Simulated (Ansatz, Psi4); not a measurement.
The Psi4 input:
```
memory 2 GB

molecule mol {
0 2
  Hg   -0.000000   -0.000000   -1.184662
  I     0.000000    0.000000    1.788169
}

set basis def2-svpd
set reference uks
set scf_type pk
set puream true
set d_convergence 1e-8
set dft_radial_points 99
set dft_spherical_points 590

energy('wb97x')
print_variables()
```

Give the equivalent Ansatz (an electronic-structure program) input.

One answer among several that fit: 
Ansatz 0.2 input:
```yaml
crystal:
  periodic: [false, false, false]
  atoms:
    - {symbol: Hg, position_ang: [-0.00000000, -0.00000000, -1.18466166]}
    - {symbol: I, position_ang: [0.00000000, 0.00000000, 1.78816854]}
basis:
  gaussian:
    orbitals: def2-SVPD
hamiltonian:
  xc: {name: wB97X}
magnetization: {spin_polarized: true, initial_magnetization: 1}
accuracy: high
```

Both were run: Psi4 gave -451.275398 Eh and Ansatz -451.275321 Eh, 0.077 mEh apart.
